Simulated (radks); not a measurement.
Q: All-electron atom: the terbium ion Tb3+ in [Xe] 4f6 6s1 6p1 (not the ground configuration). All-electron calculation, Dirac Kohn-Sham, BLYP, spin-unpolarised, spherical densities, finite nucleus; open shells fill j = l - 1/2 first; Fermi nuclear charge, rms radius 5.06 fm. Program: a radial shooting solver on a logarithmic mesh with Libxc functionals. Some entries of the table are withheld. Estimate them.

orbital  occ.  eigenvalue (eV)  <r^2> (bohr^2)  <r> (bohr)
1s1/2       2              (1)       0.0006317     0.02151
2s1/2       2        -8640.318        0.009831     0.09097
2p1/2       2        -8214.453        0.007125     0.07590
2p3/2       4        -7467.818        0.008356     0.08285
3s1/2       2        -1963.645         0.06542      0.2390
3p1/2       2              (2)         0.06083      0.2287
3p3/2       4              (3)         0.06784      0.2419
3d3/2       4        -1304.523             (4)      0.2142
3d5/2       6        -1270.939             (5)      0.2183
4s1/2       2        -435.1733          0.3279      0.5389
4p1/2       2              (6)          0.3434      0.5494
4p3/2       4              (7)          0.3807      0.5786
4d3/2       4        -207.2570          0.4293      0.6088
4d5/2       6        -200.8649          0.4434      0.6189
5s1/2       2         -91.4460           1.740       1.246
5p1/2       2         -69.7368           2.089       1.362
5p3/2       4         -64.0228           2.327       1.438
4f5/2       6         -57.0792          0.6895      0.7452
4f7/2       0         -56.1058          0.7034      0.7525
6s1/2       1         -27.8829           8.874       2.825
6p1/2       1         -22.2134           11.41       3.201
6p3/2       0         -21.1413           12.41       3.339

A: 
(1) 1s1/2 eigenvalue (eV): -51856.73
(2) 3p1/2 eigenvalue (eV): -1778.312
(3) 3p3/2 eigenvalue (eV): -1624.276
(4) 3d3/2 <r^2> (bohr^2): 0.05398
(5) 3d5/2 <r^2> (bohr^2): 0.05594
(6) 4p1/2 eigenvalue (eV): -362.3619
(7) 4p3/2 eigenvalue (eV): -327.4905
